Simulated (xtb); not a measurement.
xtb input:

```bash
xtb mol.xyz --gfn 1 --opt tight --chrg 0 --uhf 0
```
mol.xyz:
```
4

Al    -1.55651736     0.05845365    -0.02667603
Br     0.70857605    -0.02660995     0.01214377
H     -2.23057401     1.47571790    -0.03586101
H     -2.33486213    -1.30426694    -0.04238271
```

**Question.** Predict the final energy.

**Answer.** -6.30660 Eh (GFN1-xTB).
